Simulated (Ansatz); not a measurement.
GeCl₃⁻. The state is a triplet with charge -1. Geometry PBE0-D4/def2-SVPD; atoms count from 1.

```xyz
4

Ge   -0.003   -0.002    0.001
Cl    0.146    1.916   -1.343
Cl   -0.526    0.206    2.281
Cl    0.382   -2.120   -0.939
```

At PBE0-D4/def2-TZVPD a singlet of charge -1 lies 2.43 eV below the triplet, each at its own geometry. The structure comes from a short search, and lower isomers may exist.

**Question.** Estimate the Mulliken populations from the PBE0/def2-TZVPD orbitals of Ansatz.

**Answer.** 
```tsv
atom	charge (e)	spin (α − β)
Ge1	0.47	1.40
Cl2	-0.49	0.20
Cl3	-0.49	0.20
Cl4	-0.49	0.20
```
Mulliken values and Mayer orders depend strongly on the basis. With diffuse functions, as here, like atoms can get unlike values, and bond orders can come out too low or too high.

**Question.** Where does the spin sit?

**Answer.** Summed by element: Ge 1.40, Cl 0.60, of 2 unpaired in all. Largest on single atoms: Ge1 1.40, Cl4 0.20, Cl3 0.20.

**Question.** And the Mayer bond orders between bonded heavy atoms (over 0.3)?

**Answer.** Ge1–Cl2 0.67 (2.35 Å); Ge1–Cl3 0.67 (2.35 Å); Ge1–Cl4 0.67 (2.35 Å).
